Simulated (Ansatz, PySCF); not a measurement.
Breaking the O3–H4 bond in H2OSn (SMILES [OH][SnH]) (multiplicity 1 held, fragments rigid). Energies count from the point at 0.963 Å.
Geometry at that point (charge 0, multiplicity 1):
```xyz
4

Sn    -0.184    -0.150     0.195
H     -1.455     0.015    -1.072
O      1.215     0.799    -0.869
H      0.926     1.103    -1.736
```

Restricted levels (R-, RO-) in cc, def2 and unpolarised 6-31G sets keep to the state of the molecule at rest. Unrestricted levels (U-) break spin symmetry where that is lower. Active spaces are followed from a long bond inwards. Curves can end on different states.

Cores are frozen in the correlated methods. Filled d and f shells under p-block atoms count as core. Rows in LANL2DZ carry no dispersion term and start afresh at each structure. LANL2DZ brings its own core potentials from Na on.

Programs: Ansatz (Gaussian orbitals); PySCF for LANL2DZ rows. Each number belongs to the level named beside it. In def2 rows elements past Kr take small-core potentials, without spin–orbit coupling.

Energies in kcal/mol.

```
R (Å)  R-PBE/def2-TZVPP  U-PBE/def2-TZVPP  R-r2SCAN/def2-TZVPP  R-B3LYP/LANL2DZ  R-CCSD(T)/def2-TZVPP  FIC-MRCISD+Q on CASSCF(4,3)/def2-TZVPP
-----  ----------------  ----------------  -------------------  ---------------  --------------------  --------------------------------------
0.771              37.2              37.2                 35.1             41.6                  35.0                                    34.2
0.867               7.7               7.7                  6.7              9.3                   6.6                                     6.4
0.963               0.0               0.0                  0.0              0.0                   0.0                                     0.0
1.059               3.7               3.7                  4.6              2.7                   4.8                                     4.9
1.156              13.0              13.0                 14.8             11.5                  15.1                                    15.5
1.300              31.1              31.1                 34.1             29.3                  34.4                                    35.0
1.445              49.8              49.8                 54.1             48.2                  53.8                                    54.6
1.685              76.9              76.9                 83.2             77.0                  80.6                                    81.3
1.926              97.2              94.2                105.2             99.9                  98.2                                    98.5
2.215             113.6             102.7                123.3            119.8                 108.2                                   109.1
2.600             126.7             106.4                137.7            136.7                 109.5                                   114.1
3.082             135.1             107.5                147.0            148.4                 104.2                                   115.6
```

Doubts at one or more of the structures used: a restricted determinant that unrestricted orbitals would lower (R-PBE/def2-TZVPP, R-r2SCAN/def2-TZVPP, R-CCSD(T)/def2-TZVPP); a spin-contaminated determinant (U-PBE/def2-TZVPP); other coupled-cluster roots lie near (R-CCSD(T)/def2-TZVPP); T1 above 0.05 (R-CCSD(T)/def2-TZVPP); active orbitals that take no part (FIC-MRCISD+Q on CASSCF(4,3)/def2-TZVPP).

Ansatz is a quantum-chemistry and plane-wave program.
